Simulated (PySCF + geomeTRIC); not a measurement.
Species: [Mo(Cl)5(F)] (charge 0, multiplicity 1).

Task: Give a relaxed geometry from TPSS-D3(BJ)/def2-SVP in PySCF + geomeTRIC.

Result: the end point of this relaxation.
Cartesian coordinates (Å) in one orientation:
```xyz
7

Mo     0.020     0.086    -0.013
Cl     0.369    -1.066    -1.986
Cl     2.091    -0.599     0.748
Cl    -0.372     1.146     2.003
Cl     0.924     2.001    -0.906
Cl    -2.092     0.688    -0.737
F     -0.717    -1.462     0.713
```
